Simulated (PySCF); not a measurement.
4-bromobenzaldehyde (SMILES c1(Br)ccc(C=O)cc1)

Geometry:
```
atom   x (Å)   y (Å)   z (Å)
  O1   3.530   1.227   0.606
  C2   2.889   0.355   0.077
  C3   1.411   0.298   0.058
  C4   0.666   1.304   0.685
  C5  -0.721   1.260   0.674
  C6  -1.363   0.198   0.029
 Br7  -3.243   0.132   0.009
  C8  -0.637  -0.813  -0.601
  C9   0.753  -0.756  -0.582
 H10   3.393  -0.495  -0.452
 H11   1.203   2.118   1.179
 H12  -1.311   2.039   1.159
 H13  -1.159  -1.632  -1.099
 H14   1.336  -1.542  -1.071
```

Computed with quadratic response CAM-B3LYP/aug-cc-pVDZ first hyperpolarisability, Taylor convention, gas phase in PySCF 2.14.0. Geometry: PBE0-D3(BJ)/def2-SVP.

The calculation is non-relativistic, which matters for the atoms heavier than Zn.

Q: Give the tensor of the second harmonic β(−2ω;ω,ω) at 1064 nm in the axes of these coordinates.

A: In au, Taylor convention; rows are the first index (the induced dipole):
```
        xx     yy     zz     xy     xz     yz
x  -1015.6  +31.8  +42.6  -42.1  -13.4   -9.4
y    -41.2  +64.4  +22.8  +23.5  -12.5  +21.0
z    -12.8  +21.0  +30.8  -12.5  +37.5  +22.5
```
Norm of βᵢ = ⅓ Σⱼ (βᵢⱼⱼ + βⱼᵢⱼ + βⱼⱼᵢ): 952.0 au, hyper-Rayleigh value 410.8 au.
